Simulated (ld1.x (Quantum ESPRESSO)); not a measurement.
# Pseudopotential generation for Fe: PAW, PBE, scalar-relativistic.

ld1.x (Quantum ESPRESSO) 7.5 input, shortened:

```
&input
   title='Fe', zed=26., rel=1, dft='PBE', iswitch=3,
   config='[Ar] 3d6 4s1 4p0'
 /
 &inputp
   pseudotype=3, lpaw=.true., tm=.true., lloc=-1, rcloc=1.30,
   nlcc=.true., new_core_ps=.true., rcore=1.15,
   which_augfun='PSQ', rmatch_augfun_nc=.true.
 /
6
3S  1  0   2.00   0.00  1.10  1.30  0.0
4S  2  0   1.00   0.00  1.10  1.30  0.0
3P  2  1   6.00   0.00  1.15  1.50  0.0
4P  3  1   0.00   0.00  1.15  1.50  0.0
3D  3  2   6.00   0.00  1.85  2.10  0.0
3D  3  2   0.00  -0.85  1.85  2.10  0.0
 &test
   configts(1)='3s2 3p6 3d6 4s1 4p0'
 /
```

Poles of the logarithmic derivatives, all-electron (AE) and pseudo (PS). s: poles at 2.0 (AE) and 2.0 (PS) Ry. p: poles at -5.0, 3.2 (AE) and -5.0, 2.6 (PS) Ry. d: poles at -1.0 (AE) and -1.0 (PS) Ry. Test radius 2.31 bohr.

* Cutoffs needed: 45 Ry and 70 Ry (the cutoffs (Ry, on a coarse ladder) from which the occupation-weighted sum of valence levels, in a spherical-Bessel basis at the reference potential, stays within 10 and 1 mRy of its value at 400 Ry)
* Ghost test: no extra level below or beside the all-electron valence levels (s, p, d, f tested) (spherical-Bessel basis up to 400 Ry, 20 bohr box)
* Configuration tests: test run stopped at test 4 of 7 (negative rho)
* Lowest eigenvalue of the overlap operator: 0.01 (p channel)
* Density cutoff estimated by the generator: 400 Ry
